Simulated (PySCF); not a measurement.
A side-by-side comparison of computed properties.

First species: C5H7F.
Cartesian coordinates in Å at the GFN2-xTB level; atoms count from 1:
```
atom  x, y, z in Å
C1     1.848    0.416   -0.674
C2     0.974   -0.538   -0.375
C3    -0.378   -0.345    0.130
C4    -1.172   -1.381    0.395
C5    -0.835    1.074    0.337
F6    -2.120    1.137    0.810
H7     1.630    1.465   -0.567
H8     2.830    0.174   -1.043
H9     1.257   -1.575   -0.507
H10   -2.173   -1.248    0.767
H11   -0.840   -2.394    0.246
H12   -0.822    1.630   -0.609
H13   -0.203    1.585    1.073
```

Second species: C₅H₆ClFS.
SMILES: `C1([C@@H](Cl)CC[C@H]1F)=S`

Levels: wB97X-D/def2-SVPD for HOMO energy, LUMO energy, HOMO–LUMO gap and static isotropic polarisability; TDDFT wB97X-D/def2-SVPD for lowest singlet excitation; TDA wB97X-D/def2-SVPD for lowest triplet excitation (Tamm–Dancoff). Geometries: GFN2-xTB. All species are isolated and taken at one optimised geometry, non-relativistic unless stated; the electronic structure was computed with PySCF and density fitting.

Dipoles, sizes and rotational constants follow the conformer. The torsions of the flexible species, by atom-mapped SMILES:
- `[CH2:1]=[CH:2][C:3](=[CH2:4])[CH2:5][F:6]`: C1–C2–C3–C4 180°, C2–C3–C5–F6 180°

The conformers of `F[C@@H]1CC[C@H](Cl)C1=S` aren't listed.

Values for the first species:

| Property | Result |
| --- | --- |
| HOMO energy | -8.82 eV |
| LUMO energy | 0.71 eV |
| HOMO–LUMO gap | 9.53 eV |
| Lowest singlet excitation | 5.98 eV |
| Lowest triplet excitation (Tamm–Dancoff) | 3.41 eV |
| Static isotropic polarisability | 65.0 au |

Question: Estimate the same properties for the second species, and the change in each.

Answer: 
```csv
property,first,second,second less first
HOMO energy,-8.82 eV,-8.75 eV,+0.07 eV
LUMO energy,0.71 eV,-1.31 eV,-2.02 eV
HOMO–LUMO gap,9.53 eV,7.44 eV,-2.09 eV
lowest singlet excitation,5.98 eV,2.13 eV,-3.85 eV
lowest triplet excitation (Tamm–Dancoff),3.41 eV,1.68 eV,-1.73 eV
static isotropic polarisability,65.0 au,90.4 au,+25.4 au
```

On the first: No computed singlet falls in the visible range (750 to 380 nm, 1.65 to 3.26 eV); S1 lies 2.72 eV above its blue end. The principal polarisabilities are 43.9, 59.2 and 91.9 au; their mean is the isotropic value.

On the second: S1 lies 5.31 eV below the HOMO–LUMO gap; its leading configuration is HOMO→LUMO, weight 0.98. 1 of the 8 computed singlets lies in the visible range (750 to 380 nm, 1.65 to 3.26 eV), with an oscillator strength of 0.000.
